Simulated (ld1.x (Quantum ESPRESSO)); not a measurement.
# Before and after: TM potential for Ru (Z = 44)

- Element: ruthenium
- Generator: ld1.x (Quantum ESPRESSO) 7.5
- Type: norm-conserving Troullier–Martins (Kleinman–Bylander form)
- Functional: PBE
- Relativity: scalar-relativistic
- Frozen core: [Ar] 3d10 4s2
- Valence charge: 14
- Reference configuration: 4p6 4d7 5s1 5p0
- Partial waves: 4p (bound): rc 1.00 bohr; 4d (bound): rc 1.95 bohr; 5s (bound): rc 2.60 bohr
- Local potential: the s channel
- Core correction: a·sin(br)/r model core inside 1.00 bohr

Change: wave 5s (bound): rc 2.60 bohr becomes 5s (bound): rc 1.74 bohr.

Cutoffs: the cutoffs (Ry, on a coarse ladder) from which the occupation-weighted sum of valence levels, in a spherical-Bessel basis at the reference potential, stays within 10 and 1 mRy of its value at 400 Ry; they do not see the model core or the augmentation charge, which bear on the density cutoff. Errors are all-electron minus pseudo energies relative to the spin-unpolarised reference configuration.

Question: Predict the effect on cutoff, ghosts and configuration errors.

Answer: The potential gets neither clearly harder nor softer (120 Ry and 230 Ry → 120 Ry and 230 Ry); the p channel sets the loose cutoff, while the largest relative change is in s, which becomes harder; of the 7 tests that both files solve, the error grows in 0 and shrinks in 7 by more than 15 % and 0.3 meV (median size 71.9 → 54.2 meV); neither file shows a bound ghost at the reference potential, the only one tested. Less of the atom is replaced, so other configurations are described better.

| quantity | base | changed |
| --- | --- | --- |
| cutoff, loose | 120 Ry | 120 Ry |
| cutoff, tight | 230 Ry | 230 Ry |
| loose cutoff by channel (10 mRy a level) | p 70 Ry, d 40 Ry, s 6 Ry | p 70 Ry, d 40 Ry, s 21 Ry |
| bound ghosts | none | none |
| error for 4p6 4d7 5s0 5p0, meV [ΔE 7.29 eV] | -13 | -4.6 |
| error for 4p6 4d6 5s0 5p0, meV [ΔE 25.48 eV] | -72 | -54 |
| error for 4p6 4d5 5s0 5p0, meV [ΔE 56.10 eV] | -333 | -264 |
| error for 4p6 4d7.5 5s0.5 5p0, meV [ΔE -0.32 eV] | -17 | -6.7 |
| error for 4p6 4d6 5s1 5p1, meV [ΔE 5.65 eV] | -679 | -418 |
| error for 4p6 4d8 5s0 5p0, meV [ΔE -0.33 eV] | -59 | -28 |
| error for 4p6 4d4 5s0 5p0, meV [ΔE 100.61 eV] | -810 | -676 |

Base: These tests converged, but a pseudo level misses the all-electron one widely, so the file describes the atom poorly there or has found another state: 4p6 4d5 5s0 5p0: empty 5p by 2.4 eV; 4p6 4d4 5s0 5p0: empty 5p by 3.6 eV. Changed file: These tests converged, but a pseudo level misses the all-electron one widely, so the file describes the atom poorly there or has found another state: 4p6 4d5 5s0 5p0: empty 5s by 3.7 eV (a node warning on the way); 4p6 4d4 5s0 5p0: empty 5s by 9.8 eV.
